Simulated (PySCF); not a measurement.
Labels have come off several samples. The candidates:

A. SMILES CN([SiH2]P)c1ccccc1
B. `C(#C)[C@H](F)C=C=O`
C. `InChI=1S/C4H5F3/c1-2-3-4(5,6)7/h2-3H,1H3/b3-2-`

Spectrum 1. ¹H NMR (400 MHz, computed): δ 5.95 (ddd, J = 55.1, 11.0, 3.1 Hz, 1H), 3.78 (dd, J = 11.0, 2.5 Hz, 1H), 2.34 (dd, J = 4.6, 3.1 Hz, 1H). ¹³C{¹H} NMR (computed): δ 201.2 (C, d, J = 4.7 Hz), 85.6 (C, d, J = 32.0 Hz), 85.2 (CH, d, J = 5.3 Hz), 81.0 (CH, d, J = 240.5 Hz), 28.2 (CH, d, J = 31.8 Hz).

Spectrum 2. ¹H NMR (400 MHz, computed): δ 7.52 (m, 2H), 7.13 (t, 1H), 6.66 (d, 2H), 5.47 (m, 2H), 3.09 (s, 3H), 1.21 (m, 2H). ¹³C{¹H} NMR (computed): δ 155.1 (C), 134.5 (CH), 124.7 (CH), 123.6 (CH), 38.9 (CH3).

Spectrum 3. ¹H NMR (400 MHz, computed): δ 6.46 (dq, J = 12.5, 8.4 Hz, 1H), 5.91 (dqq, J = 12.5, 8.0, 2.5 Hz, 1H), 2.14 (ddq, J = 8.4, 2.5, 2.4 Hz, 3H). ¹³C{¹H} NMR (computed): δ 150.3 (CH, q, J = 4.5 Hz), 132.6 (C, q, J = 337.9 Hz), 129.0 (CH, q, J = 33.8 Hz), 19.3 (CH3).

[PySCF 2.14.0 with density-fitted response routines: coordinates at the GFN2-xTB level; couplings computed with B3LYP/pcJ-1 (spin–dipole term left out of most H,H and C,H couplings); PBE0/pcSseg-1 with gauge-including orbitals; in vacuum; one computed conformer; no relativistic terms; one averaged value for each set of equivalent atoms]

δ = σ(ref) − σ, references computed at the same level: ¹H (σref 31.72), ¹³C (σref 186.93) vs TMS. Multiplet labels drop J under 1 Hz and among equivalent protons, and merge close values. Unscaled 3J(H,H) run several per cent high. Splittings of carbon signals by F and P are missing where no couplings were computed. Where no couplings were computed, multiplicities follow the n + 1 count of equivalent neighbours, and m marks all less simple cases (inequivalent or close neighbours, rings, F or P nearby). Vicinal couplings that depend on rotamer populations or ring flexing (ring, CH–CH, X–H and H–F types) are those of the one conformer. One-bond C–F couplings are unscaled and too large by tens of Hz. Shifts are as computed. Against solution values, carbons near 30 ppm lie about +3 ppm off and those near 130 ppm about +5 ppm. Of 1211 compounds with measured shifts, 218 miss one by over three times the rms of a fit or turn the order of signals round; such compounds aren't used in these exercises.

Q: Which spectrum belongs to which compound?

A: 1–B, 2–A, 3–C.

- Spectrum 1 (B): 5 ¹³C signals; δC 85.6 is an alkyne carbon; δC 85.2 is a terminal alkyne carbon.
- Spectrum 2 (A): 5 ¹³C signals; δC 155.1 is an aromatic carbon bearing nitrogen; δC 134.5 is an aromatic CH.
- Spectrum 3 (C): 4 ¹³C signals; δC 150.3 is an alkene CH; δC 132.6 is a CF3 carbon.
